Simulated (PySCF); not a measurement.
tert-butylarsine (C4H11As), singlet, geometry from GFN2-xTB, atoms displaced at random by about 0.03 Å a coordinate; PySCF with DF-TPSS/STO-3G, gradient.

Here is a job for PySCF.
```python
from pyscf import gto, scf, dft

mol = gto.Mole()
mol.atom = '''
    C    -0.82926873    1.27513484    1.28681888
    C    -0.69867507   -0.02825079    0.37936597
    C    -0.88944001   -1.22898710    1.26641378
    C    -1.84261437    0.04409939   -0.68994539
    As    1.02935713   -0.07279385   -0.55212517
    H    -1.81003281    1.30636796    1.75519475
    H    -0.70480636    2.15625179    0.62919591
    H    -0.02354476    1.25079688    1.97999158
    H    -0.79956817   -2.09167265    0.66240887
    H    -1.79636822   -1.21420758    1.79046784
    H    -0.10127383   -1.29145400    1.96712534
    H    -1.76434505   -0.85115966   -1.27370526
    H    -1.77316412    0.91409367   -1.32199973
    H    -2.84809342    0.03137535   -0.15825029
    H     1.05497153    1.35501050   -1.03416769
    H     1.84441531    0.26837655    0.60099130
'''
mol.basis = 'sto-3g'
mol.verbose = 4
mol.build()

mf = dft.RKS(mol)
mf.xc = 'tpss'
mf = mf.density_fit(auxbasis='def2-universal-jkfit')
mf.kernel()
g = mf.nuc_grad_method()
grad = g.kernel()
```

Task: What does PySCF print? Leave out banner, timings and long lists.

Result: 
```
PySCF version 2.14.0

[INPUT] verbose = 4
[INPUT] num. atoms = 16
[INPUT] num. electrons = 68
[INPUT] charge = 0
[INPUT] spin (= nelec alpha-beta = 2S) = 0
[INPUT] symmetry False subgroup None
[INPUT] Mole.unit = angstrom
[INPUT] Symbol           X                Y                Z      unit          X                Y                Z       unit  Magmom
[...]
nuclear repulsion = 370.112340438821
number of shells = 31
number of NR pGTOs = 147
number of NR cGTOs = 49
basis = sto-3g
ecp = {}

******** <class 'pyscf.df.df_jk.DFRKS'> ********
method = DFRKS
initial guess = minao
damping factor = 0
level_shift factor = 0
DIIS = <class 'pyscf.scf.diis.CDIIS'>
diis_start_cycle = 1
diis_space = 8
diis_damp = 0
SCF conv_tol = 1e-09
SCF conv_tol_grad = None
SCF max_cycles = 50
direct_scf = False
XC library pyscf.dft.libxc version 7.1.2
    S. Lehtola, C. Steigemann, M. J. T. Oliveira, and M. A. L. Marques,  SoftwareX 7, 1–5 (2018)
XC functionals = tpss
    J. Tao, J. P. Perdew, V. N. Staroverov, and G. E. Scuseria,  Phys. Rev. Lett. 91, 146401 (2003)
    J. P. Perdew, J. Tao, V. N. Staroverov, and G. E. Scuseria,  J. Chem. Phys. 120, 6898 (2004)
    J. Tao, J. P. Perdew, V. N. Staroverov, and G. E. Scuseria,  Phys. Rev. Lett. 91, 146401 (2003)
    J. P. Perdew, J. Tao, V. N. Staroverov, and G. E. Scuseria,  J. Chem. Phys. 120, 6898 (2004)
radial grids:
    Treutler-Ahlrichs [JCP 102, 346 (1995); DOI:10.1063/1.469408] (M4) radial grids

becke partition: Becke, JCP 88, 2547 (1988); DOI:10.1063/1.454033
pruning grids: <function nwchem_prune>
grids dens level: 3
symmetrized grids: False
atomic radii adjust function: <function treutler_atomic_radii_adjust>
small_rho_cutoff = 0
Set gradient conv threshold to 3.16228e-05
Initial guess from minao.
tot grids = 184784
init E= -2365.22105713972
[...]
cycle= 1 E= -2367.67237352764  delta_E= -2.45  |g|= 0.486  |ddm|=  4.6
[...]
cycle= 2 E= -2367.72030876053  delta_E= -0.0479  |g|= 0.356  |ddm|=  1.6
[...]
cycle= 3 E= -2367.77490605464  delta_E= -0.0546  |g|= 0.0447  |ddm|= 0.724
[...]
cycle= 4 E= -2367.77550178048  delta_E= -0.000596  |g|= 0.0172  |ddm|= 0.0793
[...]
cycle= 5 E= -2367.77559396927  delta_E= -9.22e-05  |g|= 0.00361  |ddm|= 0.0313
[...]
cycle= 6 E= -2367.77559909757  delta_E= -5.13e-06  |g|= 0.000903  |ddm|= 0.00794
[...]
cycle= 7 E= -2367.77559935979  delta_E= -2.62e-07  |g|= 0.000113  |ddm|= 0.00139
[...]
cycle= 8 E= -2367.77559936486  delta_E= -5.07e-09  |g|= 2.25e-05  |ddm|= 0.000234
[...]
cycle= 9 E= -2367.77559936507  delta_E= -2.12e-10  |g|= 3.7e-06  |ddm|= 4.59e-05
[...]
Extra cycle  E= -2367.77559936506  delta_E= 1.36e-11  |g|= 3.37e-06  |ddm|= 9.72e-06
converged SCF energy = -2367.77559936506

******** <class 'pyscf.df.grad.rks.Gradients'> for <class 'pyscf.df.df_jk.DFRKS'> ********
unit = Eh/Bohr
grid_response = False
--------------- DFRKS gradients ---------------
         x                y                z
0 C     0.0014989363     0.0085949809     0.0479583213
1 C     0.0096761587    -0.0613088094     0.0064998159
2 C    -0.0228557967     0.0018631986     0.0163538253
3 C     0.0204034018     0.0112000820    -0.0409940231
4 As    -0.0104980686    -0.0031212648     0.0179278657
5 H     0.0088954829    -0.0013702930    -0.0106807356
6 H     0.0024459235    -0.0023971231    -0.0051656575
7 H    -0.0196589921    -0.0048665741    -0.0309512968
8 H     0.0056372813     0.0387736686     0.0192417912
9 H     0.0451203734     0.0000012631    -0.0206947759
10 H    -0.0295944388     0.0004911749    -0.0314023268
11 H     0.0041613060     0.0203893119     0.0218664755
12 H    -0.0015691128    -0.0174933891     0.0118876627
13 H    -0.0188352784    -0.0027378002     0.0129568268
14 H     0.0058184310     0.0138552932    -0.0080311908
15 H    -0.0006117498    -0.0018442457    -0.0067731540
----------------------------------------------
```
